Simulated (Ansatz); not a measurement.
Relaxation of a periodic cell of 17 atoms, TiSi$_{16}$ (host Si, host structure diamond, interstitial Ti), to a largest force component of 0.03 eV/Å in at most 60 steps.

The calculation used DFT PBE, scalar-relativistic, plane waves, PAW in Ansatz. Settings: PAW set soft_1, cutoff 420 eV, k mesh 2x2x2, gaussian smearing 0.05 eV, no spin polarisation.

```xyz
17
Lattice="0.0000 5.4300 5.4300 5.4300 0.0000 5.4300 5.4300 5.4300 0.0000" Properties=species:S:1:pos:R:3
Si 0.000 0.000 0.000
Si 1.357 1.357 1.357
Si 2.715 2.715 0.000
Si 4.072 4.072 1.357
Si 2.715 0.000 2.715
Si 4.072 1.357 4.072
Si 5.430 2.715 2.715
Si 6.787 4.072 4.072
Si 0.000 2.715 2.715
Si 1.357 4.072 4.072
Si 2.715 5.430 2.715
Si 4.072 6.787 4.072
Si 2.715 2.715 5.430
Si 4.072 4.072 6.787
Si 5.430 5.430 5.430
Si 6.787 6.787 6.787
Ti 9.539 6.781 6.792
```

Where does it end, and by what steps?

It converged. Limits of this set-up: coarse k mesh. After 3 steps the energy has fallen by 0.384 eV; Si1 moved furthest, 0.08 Å.

```csv
step,energy less start (eV),largest force component (eV/Å),accepted
0,0.0000,1.131,yes
1,-0.3590,0.326,yes
2,-0.3835,0.040,yes
3,-0.3838,0.006,yes
```

```xyz
17
Lattice="0.0000 5.4300 5.4300 5.4300 0.0000 5.4300 5.4300 5.4300 0.0000" Properties=species:S:1:pos:R:3
Si 0.046 -0.045 -0.044
Si 1.396 1.357 1.358
Si 2.702 2.730 -0.015
Si 4.074 4.036 1.358
Si 2.701 -0.016 2.731
Si 4.075 1.357 4.037
Si 5.448 2.731 2.731
Si 6.791 4.072 4.073
Si 0.046 2.759 2.760
Si 1.359 4.072 4.073
Si 2.673 5.385 2.760
Si 4.074 6.787 4.109
Si 2.673 2.759 5.385
Si 4.075 4.108 6.788
Si 5.448 5.413 5.414
Si 6.754 6.787 6.788
Ti 9.504 6.787 6.788
```

Time of the run: 24 s on 1 thread of Arm Neoverse V2, with other jobs on the host, peak memory 0.54 GiB.
